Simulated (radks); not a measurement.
Results of a calculation; reference values are marked as such.
Q: The mean radii <r> (bohr) of the occupied orbitals of an atom or ion are listed with their occupations. Code: a radial shooting solver on a logarithmic mesh with Libxc functionals. Model: Dirac Kohn-Sham, LDA (Slater exchange, Perdew-Wang correlation), spin-unpolarised, spherical densities, point nucleus.

| orbital | occ. | <r> |
|---|---|---|
| 1s1/2 | 2 | 0.04414 |
| 2s1/2 | 2 | 0.1960 |
| 2p1/2 | 2 | 0.1686 |
| 2p3/2 | 4 | 0.1724 |
| 3s1/2 | 2 | 0.5744 |
| 3p1/2 | 2 | 0.5820 |
| 3p3/2 | 4 | 0.5926 |
| 3d3/2 | 4 | 0.6215 |
| 3d5/2 | 6 | 0.6256 |
| 4s1/2 | 2 | 1.585 |

Name the element and its charge. Open shells, if any, fill j = l - 1/2 first.

A: Z = 34, selenium, charge +4: Se4+ in [Ar] 3d10 4s2. The 1s radius gives Z: for a bare nucleus <r> = (2 gamma + 1)/(2Z) with gamma = sqrt(1 - (Z/c)^2), 0.0432 bohr for Z = 34, and screening makes it slightly larger (0.04414 here). The occupations add up to 30, and the charge is Z minus that.
